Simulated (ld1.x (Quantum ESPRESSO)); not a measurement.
# Building the PAW potential for sulfur (S) (PBEsol, scalar-relativistic).

sulfur, PAW, made with ld1.x (Quantum ESPRESSO) 7.5 (PBEsol, scalar-relativistic). Core [Ne], reference 3s2 3p4. Waves: 3s (bound): rcut 0.90, rcutus 1.25 bohr; 3s channel at 3 Ry: rcut 0.90, rcutus 1.25 bohr; 3p (bound): rcut 1.50, rcutus 1.86 bohr; 3p channel at -0.05 Ry: rcut 1.50, rcutus 1.86 bohr; 3d channel at 0.2 Ry: rcut 1.30, rcutus 1.75 bohr. Local part: all-electron potential smoothed inside 1.50 bohr (lloc = -1). Core correction: Bessel-smoothed model core, default radius (core density twice the valence density). Augmentation charge: PSQ, inside the norm-conserving radii.

Task: Estimate the cutoffs (Ry, on a coarse ladder) from which the occupation-weighted sum of valence levels, in a spherical-Bessel basis at the reference potential, stays within 10 and 1 mRy of its value at 400 Ry.

Result: 25 Ry and 40 Ry.

Task: Does the potential have ghost states?

Result: No extra level below or beside the all-electron valence levels (s, p, d, f tested).

Task: Is the overlap operator S = 1 + Σ q|β⟩⟨β| positive definite (Bessel basis up to 400 Ry)?

Result: Yes: its lowest eigenvalue is 0.52 (s channel).

Task: Which valence shell sets the plane-wave cutoff?

Result: 3s: its level needs 30 Ry to come within 1 mRy, against 18 Ry for 3p.

Its largest configuration-test error is -33 meV (3s2 3p1). Test run stopped at test 4 of 7 (negative rho).
